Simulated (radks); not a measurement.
The numbers below are computed, except where a source is named.
Initial-state core-level shifts of the gadolinium ion Gd+ when its valence configuration changes from [Xe] 4f7 5d1 6s1. Level of theory: scalar-relativistic Kohn-Sham, SCAN, spin-unpolarised, spherical densities, finite nucleus; meta-GGA in the generalised Kohn-Sham scheme; Fermi nuclear charge, rms radius 5.1569 fm (a radial shooting solver on a logarithmic mesh with Libxc functionals). Shifts are changes of the shell-averaged eigenvalues in eV (positive: less bound); the change of the density at the nucleus, which sets a Mossbauer isomer shift, is in e/bohr^3, on a base of 6.58e+05.

valence                   2s       3d       4p       4d  density at nucleus
4f7 5d0.5 6s1 6p0.5   -1.802   -1.777   -1.782   -1.792               +1.93
4f6 5d1.5 6s1 6p0.5  -10.043  -10.990  -10.180   -9.813              +38.55
4f8 5d1               +8.739   +9.446   +8.996   +8.740              -61.62
4f5 5d1 6s1 6p2      -25.510  -27.536  -25.449  -24.642              +96.45
4f8 6s1               +7.017   +7.770   +7.302   +7.020              -29.51
4f6 5d1 6s1 6p1      -12.014  -12.937  -12.115  -11.754              +42.54
4f7.5 5d1 6s0.5       +4.658   +5.041   +4.773   +4.631              -33.37
4f7 5d1 6p1           -1.252   -1.247   -1.265   -1.263              -35.02
4f6.5 5d1.5 6s1       -3.938   -4.396   -4.039   -3.863              +17.39
